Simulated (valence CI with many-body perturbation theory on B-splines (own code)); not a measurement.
# Energy levels of In XIX

Computed by configuration interaction combined with many-body perturbation theory (CI+MBPT): three valence electrons over a frozen Dirac-Fock core [Ar] 3d10, radial functions for each j: 11 s, 11 p, 10 d, 8 f, 5 g, 2 h, with the one-electron correlation potential Σ1, the two-electron term Σ2, the three-electron term Σ3, Breit, model QED; selected CI, second order for the rest, scaled by the run's own slope (own B-spline code, finite nucleus).

No measured spectrum was set against this ion. As an estimate, levels hold to about 250 cm⁻¹ or 0.2 % of their energy and the worst to 1 %, as in measured heavy ions of charge 2 to 7; those with d or f electrons hold less well.

Levels 136 to 180 of 185, with energies above the lowest level, 4s2.4p 2P°_1/2. "Leading %" is the weight of the configuration and term that name the level; weights of strongly mixed levels are sums over their largest components and can fall short. Lifetimes count E1, E2, E3, M1 and M2 decay at the calculated energies, and are blank where another channel may lead or the interval is too uncertain; long ones can be off by a factor of two.

```tsv
No.	Configuration	Term	J	E (cm⁻¹)	Leading %	Lifetime	g
136	4p2.4f	4G°	9/2	2001800	24	10.7 ps	1.106
137	4p2.4f	2G°	7/2	2005100	20	5.96 ps	1.087
138	4s2.5d	2D	3/2	2009000	90	4.07 ps	0.813
139	4p2.4f	2F°	5/2	2009500	36	7.85 ps	0.957
140	4p.4d2	4P°	3/2	2010200	65	6.26 ps	1.632
141	4p2.4f	4G°	7/2	2010600	36	6.36 ps	1.004
142	4p.4d2	4G°	11/2	2013900	50	28.5 ps	1.183
143	4p2.4f	2G°	9/2	2014000	54	8.22 ps	1.194
144	4s2.5d	2D	5/2	2016300	93	4.62 ps	1.202
145	4p2.4f	2D°	5/2	2016700	22	6.24 ps	0.966
146	4p.4d2	4F°	7/2	2019500	33	5.64 ps	1.207
147	4p2.4f	4D°	1/2	2021000	42	7.19 ps	0.205
148	4p2.4f	4D°	3/2	2021000	38	6.03 ps	1.008
149	4p2.4f	4D°	5/2	2023900	32	6.21 ps	1.189
150	4s.4p.5p	4D	1/2	2024700	71	3.81 ps	0.249
151	4p2.4f	4F°	3/2	2025400	61	5.92 ps	0.610
152	4p.4d2	4D°	5/2	2027500	31	10.8 ps	1.206
153	4p.4d2	2F°	7/2	2038400	31	5.84 ps	1.168
154	4s.4p.5s	2P°	1/2	2038800	94	1.66 ps	0.709
155	4p2.4f	4G°	9/2	2039400	26	7.18 ps	1.113
156	4s.4p.5s	2P°	3/2	2041200	92	2.17 ps	1.352
157	4s.4p.5p	4D	3/2	2041200	56	3.87 ps	1.202
158	4p.4d2	4F°	9/2	2045600	42	4.59 ps	1.241
159	4p.4d2	4D°	7/2	2049700	65	7.44 ps	1.322
160	4p.4d2	4P°	5/2	2051800	49	7.75 ps	1.352
161	4p.4d2	2P°	3/2	2052100	38	4.57 ps	1.097
162	4p.4d2	2S°	1/2	2052200	50	5.58 ps	2.089
163	4s.4p.5p	4P	1/2	2056100	76	4.69 ps	2.366
164	4p.4d2	2P°	1/2	2056700	80	6.52 ps	0.732
165	4p2.4f	2F°	5/2	2060000	31	10.1 ps	1.089
166	4p.4d2	2G°	7/2	2060900	33	5.87 ps	1.058
167	4s.4p.5p	4P	3/2	2065400	32	4.18 ps	1.441
168	4p2.4f	4G°	11/2	2066100	60	5.16 ps	1.220
169	4p2.4f	4F°	5/2	2070000	24	5.32 ps	1.105
170	4p.4d2	2G°	9/2	2071300	24	5.69 ps	1.091
171	4p.4d2	4D°	7/2	2073500	61	4.01 ps	1.311
172	4p2.4f	2D°	3/2	2074200	32	4.67 ps	0.972
173	4s.4p.5p	2P	1/2	2075700	59	2.86 ps	0.849
174	4p.4d2	4D°	1/2	2075800	35	4.85 ps	0.440
175	4p.4d2	2F°	7/2	2076900	28	7.41 ps	1.076
176	4p.4d2	4D°	5/2	2078700	20	3.27 ps	1.135
177	4s.4p.5p	4D	5/2	2079200	72	5.01 ps	1.389
178	4p2.4f	2D°	3/2	2083500	44	3.66 ps	0.909
179	4s.4p.5p	2D	3/2	2087400	47	3.46 ps	1.257
180	4p.4d2	4S°	3/2	2087700	67	3.23 ps	1.828
```

Names give the largest LS component (configuration and term), which can be under half, so a name can repeat, a term be missing and a line seem to break the LS rules; names also repeat where a configuration has a term twice.

Where two levels of one J and parity lie close, their mixing, g and order are uncertain.
